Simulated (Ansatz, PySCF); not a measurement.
Here is a job for PySCF.
```python
from pyscf import gto, scf, dft

mol = gto.Mole()
mol.atom = '''
    Sn   -0.000000   -0.000000   -1.039530
    Br    0.000000    0.000000    1.485043
'''
mol.basis = 'sto-3g'
mol.charge = 0
mol.spin = 1
mol.verbose = 4
mol.build()

mf = dft.UKS(mol)
mf.xc = 'b3lyp5'
mf.grids.atom_grid = (99, 590)
mf.grids.prune = None
mf.kernel()
```

### Question
Give the equivalent Ansatz (a first-principles code) input.

### Answer
This is not unique; one that fits is 
Ansatz 0.2 input:
```yaml
crystal:
  periodic: [false, false, false]
  atoms:
    - {symbol: Sn, position_ang: [-0.00000000, -0.00000000, -1.03953027]}
    - {symbol: Br, position_ang: [0.00000000, 0.00000000, 1.48504324]}
basis:
  gaussian:
    orbitals: STO-3G
hamiltonian:
  xc: b3lyp5
magnetization: {spin_polarized: true, initial_magnetization: 1}
accuracy: high
```

Both were run: PySCF gave -8510.945053 Eh and Ansatz -8510.945054 Eh, 0.000 mEh apart.
